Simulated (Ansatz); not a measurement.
The cluster B₇N₇⁺: single points at one geometry.

```yaml
crystal:
  periodic: [false, false, false]
  atoms:
    - {symbol: B, position_ang: [2.783672, -0.169704, -0.032009]}
    - {symbol: B, position_ang: [-0.784122, -2.673339, -0.128786]}
    - {symbol: B, position_ang: [-2.581138, -1.053473, -0.031655]}
    - {symbol: B, position_ang: [1.603457, -2.280232, -0.128957]}
    - {symbol: B, position_ang: [1.867580, 2.068153, 0.089015]}
    - {symbol: B, position_ang: [-0.454589, 2.749018, 0.143068]}
    - {symbol: B, position_ang: [-2.434854, 1.359574, 0.089338]}
    - {symbol: N, position_ang: [2.833018, 1.156603, 0.034557]}
    - {symbol: N, position_ang: [-3.055946, 0.185976, 0.034939]}
    - {symbol: N, position_ang: [-2.049844, -2.269743, -0.097674]}
    - {symbol: N, position_ang: [0.498889, -3.018684, -0.156998]}
    - {symbol: N, position_ang: [-1.760714, 2.503678, 0.141786]}
    - {symbol: N, position_ang: [2.673280, -1.492436, -0.098020]}
    - {symbol: N, position_ang: [0.861311, 2.934609, 0.141397]}
basis:
  gaussian: {orbitals: def2-TZVP}
total_charge: 1
magnetization: {spin_polarized: true, initial_magnetization: 1}
hamiltonian: {xc: pbe0, dispersion: d4}
scf: {omitted_lower_state_checks: [starts]}
output: {orbitals: {seedname: orbitals}}
```

The file start.molden holds the orbitals of an earlier run on this structure, at another level or in another basis.

```sh
$ ansatz run in.yaml --threads 4 --pin off --events-out ev --progress --plain --max-ram 6963MiB
```

It prints (some lines left out):

```
Functional definition: PBE0
2268 factors; their error is unknown
mean field evaluation 1: about -15115.7887 eV, gradient 1.0e2 eV
mean field evaluation 2: about -15067.4893 eV, gradient 1.3e2 eV
mean field evaluation 4: about -15148.0691 eV, gradient 2.5e1 eV
mean field evaluation 8: about -15151.3220 eV, gradient 5.1e-1 eV
mean field evaluation 16: about -15151.3755 eV, gradient 5.5e-2 eV
mean field evaluation 32: about -15151.3755 eV, gradient 7.0e-5 eV
mean field -15151.37548957 eV, -556.8027792705 hartree, gradient 7.9e-6 eV, S^2 0.772136; 0 other end points of the search recorded, 0 dependent functions left out
reference -15151.37554170 eV, -556.8027811862 hartree; 42, 41 occupied and 392, 393 virtual orbitals, 2268 factors
Total energy: -15151.81764957 eV, -556.8190283507 hartree
Checks for a lower state left out: starts
```

Hardware: 4 threads of Intel Xeon Platinum 8488C on a shared host. Wall time 7.3 min, peak host memory 2.5 GiB.

The first input with `gaussian: {orbitals: def2-TZVP, initial_orbitals: start.molden}`, `hamiltonian: {xc: pbe, dispersion: d4}` (abridged; 39 s):

```
Functional definition: PBE
mean field evaluation 16: about -15151.2569 eV, gradient 3.0e-4 eV
mean field -15151.25694393 eV, -556.7984227986 hartree, gradient 9.1e-6 eV, S^2 0.755102
Total energy: -15151.76498515 eV, -556.8170929692 hartree
Checks for a lower state left out: starts
```

Geometry: PBE-D4/def2-SVP, that of the neutral singlet.

At PBE-D4/def2-TZVP an occupied level lies above an empty one. At PBE-D4/def2-TZVP the gap within one spin of the charge 1 doublet nearly closes, so an electron or hole may be smeared out by delocalisation error. The structure comes from a short search, and lower isomers may exist.
